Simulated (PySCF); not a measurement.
Isomers of C5H5ClO2S3, mass 227.914 u with the commonest isotopes. Method used: PBE0/pcSseg-1 in PySCF (dipole) on a GFN2-xTB geometry, gas phase. One conformer each, none proved a minimum here; rigid rotors.

Question: Order these by rotational constant C, largest first.
A. `[CH3:1][S:2][c:3]1[cH:4][s:5][c:6]([S:7](=[O:8])(=[O:9])[Cl:10])[cH:11]1` with C1–S2–C3–C4 1°, S5–C6–S7–O8 -20°
B. `[CH3:1][S:2][c:3]1[cH:4][cH:5][s:6][c:7]1[S:8](=[O:9])(=[O:10])[Cl:11]` with C1–S2–C3–C4 -3°, S6–C7–S8–O9 -151°
C. `[CH3:1][S:2][c:3]1[cH:4][cH:5][c:6]([S:7](=[O:8])(=[O:9])[Cl:10])[s:11]1` with C1–S2–C3–C4 180°, C5–C6–S7–O8 -26°

Answer: B (435.9 MHz), C (331.9 MHz), A (315.8 MHz).

Question: Order these by rotational constant B, smallest first.
A. `[CH3:1][S:2][c:3]1[cH:4][cH:5][s:6][c:7]1[S:8](=[O:9])(=[O:10])[Cl:11]` with C1–S2–C3–C4 -3°, S6–C7–S8–O9 -151°
B. `[CH3:1][S:2][c:3]1[cH:4][cH:5][c:6]([S:7](=[O:8])(=[O:9])[Cl:10])[s:11]1` with C1–S2–C3–C4 180°, C5–C6–S7–O8 -26°
C. `[CH3:1][S:2][c:3]1[cH:4][s:5][c:6]([S:7](=[O:8])(=[O:9])[Cl:10])[cH:11]1` with C1–S2–C3–C4 1°, S5–C6–S7–O8 -20°

Answer: C (338.9 MHz), B (350.6 MHz), A (628.0 MHz).

Question: Order these by dipole moment, largest first.
A. `[CH3:1][S:2][c:3]1[cH:4][s:5][c:6]([S:7](=[O:8])(=[O:9])[Cl:10])[cH:11]1` with C1–S2–C3–C4 1°, S5–C6–S7–O8 -20°
B. `[CH3:1][S:2][c:3]1[cH:4][cH:5][s:6][c:7]1[S:8](=[O:9])(=[O:10])[Cl:11]` with C1–S2–C3–C4 -3°, S6–C7–S8–O9 -151°
C. `[CH3:1][S:2][c:3]1[cH:4][cH:5][c:6]([S:7](=[O:8])(=[O:9])[Cl:10])[s:11]1` with C1–S2–C3–C4 180°, C5–C6–S7–O8 -26°

Answer: B (6.70 D), A (6.16 D), C (5.50 D).

```
                SMILES  point group  Ia (u·Å²)  Ib (u·Å²)  Ic (u·Å²)      κ  μa (D)  μb (D)  μc (D)
  CSc1ccsc1S(=O)(=O)Cl           C1     591.41     804.80    1159.26  -0.08    6.10    2.00    1.93
CSc1csc(S(=O)(=O)Cl)c1           C1     348.60    1491.04    1600.19  -0.96    5.78    1.37    1.66
CSc1ccc(S(=O)(=O)Cl)s1           C1     327.09    1441.59    1522.70  -0.97    5.35    0.22    1.27
```
